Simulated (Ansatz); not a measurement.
ClMoO$_{2}$ (SMILES [O]=[Mo](=[O])[Cl]), doublet, geometry from GFN2-xTB (such geometries of metal compounds can be far from the true shape) (the multiplicity is a formal guess) (core potentials on Mo).

Here is a job for Ansatz (a program for electronic structure).
Ansatz 0.2 input:
```yaml
crystal:
  periodic: [false, false, false]
  atoms:
    - {symbol: Mo, position_ang: [0.14669139, -0.21723107, 0.15452263]}
    - {symbol: O, position_ang: [1.66014682, -0.63486898, -0.28870204]}
    - {symbol: O, position_ang: [-0.59279658, -0.94573942, 1.41303366]}
    - {symbol: Cl, position_ang: [-0.86469648, 1.28050424, -0.91085902]}
basis:
  gaussian:
    orbitals: def2-SVP
hamiltonian:
  xc: {name: B97M-V}
magnetization: {spin_polarized: true, initial_magnetization: 1}
accuracy: high
```

Question: What does this run give for the number of basis functions, <S^2>, total energy?

Answer: 
```json
{
  "number_of_basis_functions": "77",
  "<S^2>": "0.756",
  "total_energy": "-678.497659 Ha"
}
```

Question: Roughly what does it cost on one core?

Answer: roughly 70 core-seconds.
